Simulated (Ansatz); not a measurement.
Pulling the pair apart

The pair of HBr (SMILES Br, atoms 1–2) and SiNH5 (SMILES [SiH3]N, atoms 3–9), both closed shells, in one local arrangement (a lower one may exist), relaxed at PBE0-D4/def2-TZVP:

| atom | x (Å) | y (Å) | z (Å) |
| --- | --- | --- | --- |
| Br1 | -1.1650 | -0.5202 | -2.7967 |
| H2 | -0.2733 | -0.2097 | -1.6282 |
| Si3 | -0.2468 | 0.0455 | 1.1400 |
| N4 | 0.7127 | 0.1350 | -0.3288 |
| H5 | -1.3334 | 1.0415 | 1.0015 |
| H6 | -0.7766 | -1.3345 | 1.2200 |
| H7 | 0.5405 | 0.3429 | 2.3668 |
| H8 | 1.4555 | -0.5477 | -0.4151 |
| H9 | 1.0864 | 1.0473 | -0.5593 |

SiNH5 is shifted rigidly along the line between the mean atom positions of the two fragments (negative: closer). Counterpoise interaction energies in kJ/mol. Computed with Ansatz 0.2.0 (basis: def2-TZVPPD); correlated methods freeze the cores. Filled d shells of the heavier atoms are correlated. The def2 sets are not built for correlating such inner shells, so the correlated values are less sure here.

| shift (Å) | HF | PBE-D4 | wB97M-V |
| --- | --- | --- | --- |
| -0.17 | -0.2 | -40.2 | -26.0 |
| -0.08 | -5.6 | -42.9 | -29.5 |
| 0.00 | -9.5 | -43.8 | -31.3 |
| 0.08 | -12.2 | -43.4 | -32.0 |
| 0.20 | -14.4 | -41.4 | -31.5 |
| 0.42 | -15.6 | -35.4 | -28.2 |
| 0.83 | -13.0 | -23.0 | -19.4 |
| 1.67 | -6.3 | -8.5 | -7.7 |

(1) What does CCSD(T) give at these shifts? (Judge from chemistry; the value comes from the calculation.)

T1 diagnostic: at most 0.009.

## Answers

(1) Computed: -20.0, -24.2, -26.7, -27.9, -28.1, -25.8, -18.4, -7.7 kJ/mol. For zero shift, CCSD(T) at an estimated basis limit (MP2 extrapolated from triple and quadruple zeta, plus CCSD(T) − MP2 in triple zeta) gives -33.6 kJ/mol. These are counterpoise interaction energies, counted from the two frozen fragments.

For scale, one of the runs: CCSD(T)/def2-TZVPPD, 244 basis functions, launched by `ansatz run in.yaml --threads 4 --pin off --events-out ev --progress --plain --max-ram 9574MiB`. Hardware: 4 CPU threads of an Intel Xeon 6975P-C, shared host. Wall time 49 s; peak host memory 5.2 GiB.
